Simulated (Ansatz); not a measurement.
Cost and result for the atomization energy of H$_{8}$InNSi$_{2}$ (`N[SiH]([SiH3])[InH2]`) (12 atoms, 11 bonds).

```xyz
12

N     1.954   -0.404    0.419
Si    0.318    0.165    0.583
Si   -1.129   -1.626    0.154
In   -0.436    2.188   -0.853
H     2.694    0.168    0.797
H     2.239   -0.784   -0.471
H     0.151    0.547    2.017
H    -0.928   -2.110   -1.243
H    -0.922   -2.776    1.076
H    -2.539   -1.158    0.270
H    -1.976    2.956   -0.637
H     0.574    2.833   -2.111
```

Charge 0, multiplicity 1. Correlated methods include outer-core shells of In, which these sets cover unevenly. In takes the def2 core potential. The geometry is a stationary point of PBE0-D4/def2-TZVP. It is one conformer, not always the lowest. Program: Ansatz. All runs use 4 threads of an Arm Neoverse V2 on a shared host. Times are those of one run each, without the atoms' runs, and a repeat can differ threefold. Electronic energies, without spin–orbit coupling; frozen cores. CCSD(T)/CBS adds CCSD(T) − MP2 in def2-TZVPP to the MP2 limit, and its time is that of the two runs behind it. T1 = 0.014. With those shells the extrapolation isn't a true limit. B3LYP takes the VWN-RPA correlation (the form of Gaussian; ORCA's B3LYP/G).

CCSD(T)/CBS is a level of theory with its own doubt, some kJ/mol a heavy atom from the limit and from the frozen cores, so smaller differences don't rank the functionals.

| level | functions | wall time | atomization (kcal/mol) | difference from CCSD(T)/CBS | per bond |
| --- | --- | --- | --- | --- | --- |
| LDA (SPW92)/def2-TZVPP | 277 | 1.7 s | 890.4 | 92.5 | 8.4 |
| BLYP-D4/def2-TZVPP | 277 | 2.8 s | 786.0 | -11.9 | -1.1 |
| BHLYP-D4/def2-TZVPP | 277 | 4.6 s | 783.1 | -14.8 | -1.3 |
| r2SCAN-D4/def2-TZVPP (with forces) | 277 | 5.5 s | 793.3 | -4.6 | -0.4 |
| B3LYP-D4/def2-TZVPP (with forces) | 277 | 7.5 s | 794.4 | -3.5 | -0.3 |
| r2SCANh-D4/def2-TZVPP | 277 | 7.5 s | 790.3 | -7.6 | -0.7 |
| CCSD(T)/def2-SVP | 116 | 8.5 s | 732.3 | -65.6 | -6.0 |
| ωB97X-V/def2-TZVPP | 277 | 11 s | 805.3 | 7.4 | 0.7 |
| B97M-V/def2-TZVPP | 277 | 13 s | 802.5 | 4.6 | 0.4 |
| ωB97M-V/def2-TZVPP (with forces) | 277 | 15 s | 797.7 | -0.2 | 0.0 |
| MP2/def2-QZVPP | 519 | 28 s | 778.9 | -19.0 | -1.7 |
| CCSD(T)/def2-TZVPP | 277 | 4.1 min | 774.9 | -23.0 | -2.1 |
| CCSD(T)/CBS(def2) | – | 4.6 min | 797.9 | 0.0 | 0.0 |

In def2-TZVPP, CCSD(T) changes the Hartree–Fock value by +202.8 kcal/mol (the triples alone add +8.9 kcal/mol) and MP2 by +193.0 kcal/mol; breaking electron pairs costs correlation energy, which Hartree–Fock lacks. From r2SCAN to r2SCAN0 (25 % exact exchange), in def2-TZVPP and without D4, the atomization energy moves by −7.4 kcal/mol: exact exchange takes away binding that semilocal exchange gives to molecules. Leaving LDA and LC-ωPBE aside and taking each functional with its dispersion term where it has one, the values, not all of them listed here, spread over 28.6 kcal/mol, from revPBE-D4 to ωB97X-V. LDA lies +106.0 kcal/mol from PBE without D4, its usual overbinding.

Spin–orbit coupling would lower the free In atoms strongly, and the atomization energy with them, by more than many differences here.
